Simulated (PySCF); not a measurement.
Coordinates in bohr (charge 0 multiplicity 2):
```
Ir   -0.0142    0.2301    0.0000
O     0.0002   -2.9587    0.0000
H     1.3082    1.4564   -2.3617
H     1.3082    1.4564    2.3617
```

These are results of PySCF, UPBE0, basis Ir def2-TZVP with ECP60, O def2-TZVP, H def2-TZVP (scalar-relativistic core potentials, no spin–orbit coupling, density fitting), not measurements.

This geometry of H₂IrO is a stationary point at this level.

Problem. What is the point group?

Solution. Cs.

Problem. Is it a minimum?

Solution. Yes: all harmonic wavenumbers are real.

Problem. What are the dipole moment and the gap between the highest occupied and lowest empty levels of either spin?

Solution. 2.23 D and 3.51 eV.

Problem. Give the atomic charges and bond orders.

Solution. 
```json
{"atom": "Ir1", "Mulliken": "0.44", "Löwdin": "0.38", "polar tensor": "0.78", "spin (Mulliken)": "0.65", "Mayer order to Ir1": "–"}
{"atom": "O2", "Mulliken": "-0.41", "Löwdin": "-0.28", "polar tensor": "-0.58", "spin (Mulliken)": "0.39", "Mayer order to Ir1": "1.90"}
{"atom": "H3,4", "Mulliken": "-0.02", "Löwdin": "-0.05", "polar tensor": "-0.10", "spin (Mulliken)": "-0.02", "Mayer order to Ir1": "0.95"}
```

Only a few start shapes were tried, so a lower isomer may exist. With open d or f shells other occupations or spin states may lie lower. With an element this heavy the missing spin–orbit coupling can shift these numbers.
